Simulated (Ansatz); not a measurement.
```xyz
8

S     0.900   -0.916   -0.965
C     0.747    0.723   -0.100
Al   -1.107    0.162    0.028
I    -1.744   -1.118    2.071
H     0.958   -1.679    0.141
H     1.456    0.786    0.721
H     0.982    1.467   -0.861
H    -2.191    0.575   -1.035
```

Total charge 0; spin multiplicity 1. I takes the def2 core potential. The bonds changed during the relaxation, so this is another structure than the one it started from.

Task: List the r2SCAN/def2-TZVPP orbital energies in eV (Ansatz). (Best estimate.)

Result: Ansatz gave: Occupied: -2410.35, -1517.48, -273.88, -214.74, -184.15, -158.82, -158.73, -158.61, -130.18, -130.05, -130.03, -110.94, -71.24, -71.12, -71.03, -49.97, -49.92, -49.91, -49.80, -49.80, -21.11, -17.63, -16.89, -12.24, -11.21, -10.39, -9.40, -8.30, -7.85, -7.10, -6.72, -6.31. Lowest empty: -1.12, -0.78, -0.62, 0.14, 1.02, 1.28, 2.41, 2.64.
